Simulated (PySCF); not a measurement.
Isomers C6H9NOSi:

A. SMILES C(#N)[C@@H]1[SiH2]C[C@@]12C[C@H]2O
B. `[SiH2]1C=C(CC#N)OCC1`
C. SMILES CO[SiH2]c1ccccn1
D. `[SiH2](CC(=C)C#N)C(C)=O`

Spectrum 1. 1H NMR (500 MHz, computed): δ 6.29 (br s, 1H), 6.12 (br s, 1H), 4.45 (t, 2H), 2.47 (s, 3H), 2.07 (t, 2H). 13C{1H} NMR (computed): δ 242.3 (C), 141.6 (CH2), 124.0 (C), 123.8 (C), 42.8 (CH3), 21.3 (CH2).

Spectrum 2. 1H NMR (500 MHz, computed): δ 5.01 (m, 1H), 4.89 (m, 1H), 3.59 (m, 1H), 2.93 (br s, 1H), 2.21 (m, 1H), 2.04 (m, 1H), 1.14 (m, 1H), 0.83 (m, 1H), 0.81 (m, 1H). 13C{1H} NMR (computed): δ 128.1 (C), 62.7 (CH), 29.4 (CH2), 23.6 (C), 20.0 (CH2), 15.9 (CH).

Spectrum 3. 1H NMR (500 MHz, computed): δ 4.79 (t, 1H), 4.47 (m, 2H), 4.45 (m, 2H), 2.88 (s, 2H), 0.94 (m, 2H). 13C{1H} NMR (computed): δ 172.0 (C), 121.8 (C), 93.1 (CH), 69.6 (CH2), 28.1 (CH2), 7.5 (CH2).

Spectrum 4. 1H NMR (500 MHz, computed): δ 9.05 (d, 1H), 8.01 (m, 1H), 7.90 (m, 1H), 7.34 (m, 1H), 5.19 (s, 2H), 4.02 (s, 3H). 13C{1H} NMR (computed): δ 168.2 (C), 155.1 (CH), 139.9 (CH), 136.5 (CH), 128.0 (CH), 54.2 (CH3).

PySCF 2.14.0 with density-fitted response routines calculation with coordinates at the GFN2-xTB level and NMR shieldings at PBE0/pcSseg-1/GIAO; relativity neglected, single conformer, isolated molecule, equivalent nuclei averaged.

Referencing at the same level of theory: TMS for 1H (31.72 ppm) and 13C (186.93 ppm). Where no couplings were computed, multiplicities follow the n + 1 count of equivalent neighbours, and m marks all less simple cases (inequivalent or close neighbours, rings, F or P nearby). Shifts are as computed. Against solution values, carbons near 30 ppm lie about +3 ppm off and those near 130 ppm about +5 ppm. Of 1309 compounds with measured shifts, 239 miss one by over three times the rms of a fit or turn the order of signals round; such compounds aren't used in these exercises. OH and NH positions are gas-phase values without hydrogen bonding to other molecules.

Problem. Which spectrum belongs to which compound?

Solution. 1–D, 2–A, 3–B, 4–C.

- Spectrum 1 (D): 6 13C signals; δC 141.6 is a terminal =CH2 carbon; δC 124.0 is a nitrile carbon.
- Spectrum 2 (A): 6 13C signals; δC 128.1 is a nitrile carbon; δC 62.7 is a three-membered-ring carbon.
- Spectrum 3 (B): 6 13C signals; δC 172.0 is an alkene carbon bearing oxygen; δC 121.8 is a nitrile carbon.
- Spectrum 4 (C): 6 13C signals; δC 155.1 is an aromatic CH next to a ring nitrogen; δC 139.9 is an aromatic CH.
